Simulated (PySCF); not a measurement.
# Computed records: CH7NSi2, Al2H3N2, CH4BFSi, F2H4Si2

Computed with PySCF 2.14.0. Calculation on a computer-drawn molecule: the log of a Hartree-Fock and frozen-core CCSD(T) single point meant for a local Hartree-Fock minimum, with one planted fault or none, to be diagnosed. Offsets are logged minus clean, where the clean run is the same molecule without the fault. The reference is restricted for singlets and unrestricted otherwise, and also for a bond in bohr or an excited solution. Adding or removing an electron swaps singlet and doublet. The excited solution moves the top pair (singlet) or top alpha electron (doublet) to the lowest empty orbital. Highest occupied and lowest empty are orbital energies over both spins, largest force is the largest gradient component, triples share is (T) over the correlation energy, the T1 limit is 0.02 restricted and 0.045 unrestricted, electrons count all cores, a negative frequency is imaginary (commonest isotopes), and the dipole is about the centre of nuclear charge.

Common to all runs: meant multiplicity 1; meant basis cc-pV(D+d)Z; logged SCF converged yes; logged CC converged yes; logged SCF stable within its kind yes; possible faults no fault, one electron removed, one electron added, multiplicity raised by two, geometry at a saddle point, SCF held on an excited solution, minimal basis STO-3G, one bond length entered in bohr, all coordinates scaled.

(1) 
```xyz
11
formula=CH7NSi2 meant_charge=0 logged_electrons=48 logged_basis_functions=35 logged_spin_squared=0 logged_highest_occupied=-6.4742 logged_lowest_empty=7.5583 logged_largest_force=0.028584 logged_T1_diagnostic=0.014957 logged_D1_diagnostic=0.062014 logged_triples_share=0.021218 logged_dipole_magnitude=1.9246 logged_energy_HF=-666.37307 logged_energy_CCSD(T)=-666.63805 planted_fault=minimal_basis_STO-3G HF_energy_offset_from_clean_run=4959 CCSD(T)_energy_offset_from_clean_run=5154
C     -0.9075    -0.4729    -1.9734
Si     0.1695    -0.5686    -0.4608
N      1.3905     0.3202    -0.0938
Si     2.6311     1.4653    -0.0538
H     -1.9482    -0.3054    -1.6779
H     -0.5910     0.3276    -2.6424
H     -0.8762    -1.4256    -2.5117
H     -0.2888    -1.6582     0.4232
H      2.5036     2.3463     1.1350
H      3.9609     0.8073     0.0124
H      2.6516     2.3553    -1.2477
```

Units: logged_highest_occupied, logged_lowest_empty in eV; logged_largest_force in hartree/bohr; logged_dipole_magnitude in debye; logged_energy_HF, logged_energy_CCSD(T) in hartree; HF_energy_offset_from_clean_run, CCSD(T)_energy_offset_from_clean_run in kcal/mol.

Drawn bonds:
```csv
atom,other atom,order
1,2,1
2,3,2
3,4,1
1,5,1
1,6,1
1,7,1
2,8,1
4,9,1
4,10,1
4,11,1
```

(2) 
```xyz
7
formula=Al2H3N2 meant_charge=1 logged_electrons=42 logged_basis_functions=89 logged_spin_squared=0 logged_highest_occupied=-13.281 logged_lowest_empty=-5.2725 logged_largest_force=3.95e-06 logged_lowest_frequency=33.503 logged_T1_diagnostic=0.034669 logged_D1_diagnostic=0.10111 logged_triples_share=0.041751 logged_dipole_magnitude=7.5531 logged_energy_HF=-594.21397 logged_energy_CCSD(T)=-594.70813 planted_fault=no_fault HF_energy_offset_from_clean_run=0 CCSD(T)_energy_offset_from_clean_run=0
N      2.9996     1.0650     0.8855
Al     1.7601     0.6892    -0.0205
Al    -0.2390     0.0847    -1.4821
N     -1.5815    -0.3211    -2.4635
H      3.7787     1.3007     1.4551
H     -1.5321    -0.7195    -3.3884
H     -2.5501    -0.2004    -2.2106
```

Units: logged_highest_occupied, logged_lowest_empty in eV; logged_largest_force in hartree/bohr; logged_lowest_frequency in cm⁻¹; logged_dipole_magnitude in debye; logged_energy_HF, logged_energy_CCSD(T) in hartree; HF_energy_offset_from_clean_run, CCSD(T)_energy_offset_from_clean_run in kcal/mol.

Drawn bonds:
```csv
atom,other atom,order
1,2,2
2,3,1
3,4,1
1,5,1
4,6,1
4,7,1
```

Notes: T1 above single-reference limit.

(3) 
```xyz
8
formula=CH4BFSi meant_charge=0 logged_electrons=39 logged_basis_functions=85 logged_spin_squared=0.7691 logged_highest_occupied=-1.0935 logged_lowest_empty=7.9432 logged_largest_force=0.030548 logged_T1_diagnostic=0.016833 logged_D1_diagnostic=0.066035 logged_triples_share=0.025919 logged_dipole_magnitude=6.6067 logged_energy_HF=-453.26339 logged_energy_CCSD(T)=-453.82447 planted_fault=one_electron_added HF_energy_offset_from_clean_run=-7.75 CCSD(T)_energy_offset_from_clean_run=-13.7
C     -0.4747    -1.7922    -0.9190
B     -0.6571    -1.3082     0.5694
F      0.3746    -1.5361     1.4058
Si    -2.3534    -0.4302     1.3468
H     -1.2527    -1.4481    -1.6043
H      0.5006    -1.4803    -1.3067
H     -0.4833    -2.8899    -0.9285
H     -1.8597     0.9597     0.9845
```

Units: logged_highest_occupied, logged_lowest_empty in eV; logged_largest_force in hartree/bohr; logged_dipole_magnitude in debye; logged_energy_HF, logged_energy_CCSD(T) in hartree; HF_energy_offset_from_clean_run, CCSD(T)_energy_offset_from_clean_run in kcal/mol.

Drawn bonds:
```csv
atom,other atom,order
1,2,1
2,3,1
2,4,1
1,5,1
1,6,1
1,7,1
4,8,1
```

(4) 
```xyz
8
formula=F2H4Si2 meant_charge=0 logged_electrons=51 logged_basis_functions=94 logged_spin_squared=0.7592 logged_highest_occupied=1.1938 logged_lowest_empty=8.4673 logged_largest_force=0.043385 logged_T1_diagnostic=0.013443 logged_D1_diagnostic=0.037715 logged_triples_share=0.019481 logged_dipole_magnitude=0.0033491 logged_energy_HF=-779.12915 logged_energy_CCSD(T)=-779.76737 planted_fault=one_electron_added HF_energy_offset_from_clean_run=39.7 CCSD(T)_energy_offset_from_clean_run=27.1
F     -0.5434    -2.7187     0.8967
Si    -0.3130    -1.1131     0.9693
Si    -1.7456    -0.2809     2.6494
F     -1.5051     1.3228     2.7309
H      1.1077    -0.8762     1.2871
H     -0.6322    -0.5523    -0.3572
H     -1.4336    -0.8504     3.9738
H     -3.1670    -0.5067     2.3264
```

Units: logged_highest_occupied, logged_lowest_empty in eV; logged_largest_force in hartree/bohr; logged_dipole_magnitude in debye; logged_energy_HF, logged_energy_CCSD(T) in hartree; HF_energy_offset_from_clean_run, CCSD(T)_energy_offset_from_clean_run in kcal/mol.

Drawn bonds:
```csv
atom,other atom,order
1,2,1
2,3,1
3,4,1
2,5,1
2,6,1
3,7,1
3,8,1
```

Notes: highest electron not bound in this basis.
